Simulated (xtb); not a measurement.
xtb input (GFN2-xTB):

```bash
xtb mol.xyz --gfn 2 --sp --chrg 0 --uhf 0
```
mol.xyz:
```
11

Cl     1.52002822    -1.45655364     2.06251915
Si     1.77454451    -0.36440671     0.35927945
Cl     3.55686309    -0.88844878    -0.49742170
Cl     1.82254049     1.62144492     0.82161060
C      0.40902669    -0.72724813    -0.84388053
Ge    -1.32820500     0.09598576    -0.51477081
Cl    -2.85039906    -1.03768575    -1.52866978
Cl    -1.36738196     2.09654769    -1.29285063
Cl    -1.84362249     0.16997901     1.56591044
H      0.70917777    -0.39003687    -1.83803325
H      0.24911802    -1.80614296    -0.88459795
```

End of the output:

```
         :::::::::::::::::::::::::::::::::::::::::::::::::::::
         ::                     SUMMARY                     ::
         :::::::::::::::::::::::::::::::::::::::::::::::::::::
         :: total energy             -34.393575349355 Eh    ::
         :: gradient norm              0.046742444652 Eh/a0 ::
         :: HOMO-LUMO gap              5.332109143811 eV    ::
         ::.................................................::
         :: SCC energy               -34.474094078101 Eh    ::
         :: -> isotropic ES            0.024609808943 Eh    ::
         :: -> anisotropic ES          0.001292925433 Eh    ::
         :: -> anisotropic XC          0.001053602328 Eh    ::
         :: -> dispersion             -0.018569682909 Eh    ::
         :: repulsion energy           0.080518728745 Eh    ::
         :: add. restraining           0.000000000000 Eh    ::
         :: total charge              -0.000000000000 e     ::
         :::::::::::::::::::::::::::::::::::::::::::::::::::::

           -------------------------------------------------
          |                Property Printout                |
           -------------------------------------------------

    * Orbital Energies and Occupations

         #    Occupation            Energy/Eh            Energy/eV
      -------------------------------------------------------------
         1        2.0000           -1.0974826             -29.8640
       ...           ...                  ...                  ...
        16        2.0000           -0.4886167             -13.2959
        17        2.0000           -0.4707657             -12.8102
        18        2.0000           -0.4701242             -12.7927
        19        2.0000           -0.4627707             -12.5926
        20        2.0000           -0.4610858             -12.5468
        21        2.0000           -0.4602525             -12.5241
        22        2.0000           -0.4593501             -12.4996
        23        2.0000           -0.4579643             -12.4618
        24        2.0000           -0.4568201             -12.4307
        25        2.0000           -0.4500315             -12.2460
        26        2.0000           -0.4495245             -12.2322
        27        2.0000           -0.4478485             -12.1866
        28        2.0000           -0.4456340             -12.1263 (HOMO)
        29                         -0.2496826              -6.7942 (LUMO)
        30                         -0.2101430              -5.7183
        31                         -0.2014145              -5.4808
        32                         -0.1929591              -5.2507
        33                         -0.1249173              -3.3992
        34                         -0.1231987              -3.3524
        35                         -0.1120852              -3.0500
        36                         -0.0814643              -2.2168
        37                         -0.0496777              -1.3518
        38                         -0.0400319              -1.0893
        39                         -0.0160063              -0.4356
       ...                                ...                  ...
        78                          1.3291828              36.1689
      -------------------------------------------------------------
                  HL-Gap            0.1959514 Eh            5.3321 eV
             Fermi-level           -0.3476583 Eh           -9.4603 eV

     #   Z          covCN         q      C6AA      α(0)
     1  17 Cl       0.809    -0.154   103.849    15.589
     2  14 Si       3.348     0.571   110.684    21.013
     3  17 Cl       0.809    -0.175   104.544    15.641
     4  17 Cl       0.809    -0.154   103.859    15.590
     5   6 C        3.619    -0.189    24.753     7.175
     6  32 Ge       3.392     0.321   172.635    23.970
     7  17 Cl       0.815    -0.132   103.177    15.539
     8  17 Cl       0.815    -0.127   103.002    15.526
     9  17 Cl       0.815    -0.128   103.048    15.529
    10   1 H        0.925     0.083     1.946     2.181
    11   1 H        0.925     0.083     1.952     2.185

 Mol. C6AA /au·bohr⁶  :       8476.136111
 Mol. C8AA /au·bohr⁸  :     412950.851996
 Mol. α(0) /au        :        149.939128

Wiberg/Mayer (AO) data.
largest (>0.10) Wiberg bond orders for each atom

 ---------------------------------------------------------------------------
     #   Z sym  total        # sym  WBO       # sym  WBO       # sym  WBO
 ---------------------------------------------------------------------------
     1  17 Cl   1.313 --     2 Si   1.142
     2  14 Si   4.235 --     1 Cl   1.142     4 Cl   1.132     3 Cl   1.102
                             5 C    0.844
     3  17 Cl   1.274 --     2 Si   1.102
     4  17 Cl   1.315 --     2 Si   1.132
     5   6 C    3.985 --    11 H    0.954    10 H    0.953     2 Si   0.844
                             6 Ge   0.790
     6  32 Ge   4.141 --     8 Cl   1.100     9 Cl   1.097     7 Cl   1.092
                             5 C    0.790
     7  17 Cl   1.362 --     6 Ge   1.092
     8  17 Cl   1.370 --     6 Ge   1.100
     9  17 Cl   1.367 --     6 Ge   1.097
    10   1 H    0.993 --     5 C    0.953
    11   1 H    0.993 --     5 C    0.954
 ---------------------------------------------------------------------------

Topologies differ in total number of bonds
Writing topology from bond orders to xtbtopo.mol

molecular dipole:
                 x           y           z       tot (Debye)
 q only:        0.449      -0.457      -0.411
   full:        0.363      -0.341      -0.300       1.477
molecular quadrupole (traceless):
                xx          xy          yy          xz          yz          zz
 q only:       -4.144       0.198       1.950      -1.656       1.410       2.194
  q+dip:       -5.785       0.778       2.682      -1.764       1.623       3.103
   full:       -4.241       0.096       1.822      -1.387       1.711       2.418
Note: The following floating-point exceptions are signalling: IEEE_UNDERFLOW_FLAG IEEE_DENORMAL
normal termination of xtb

           -------------------------------------------------
          | TOTAL ENERGY              -34.393575349355 Eh   |
          | GRADIENT NORM               0.046742444652 Eh/α |
          | HOMO-LUMO GAP               5.332109143811 eV   |
           -------------------------------------------------

------------------------------------------------------------------------
------------------------------------------------------------------------
 total:
 SCF:
```
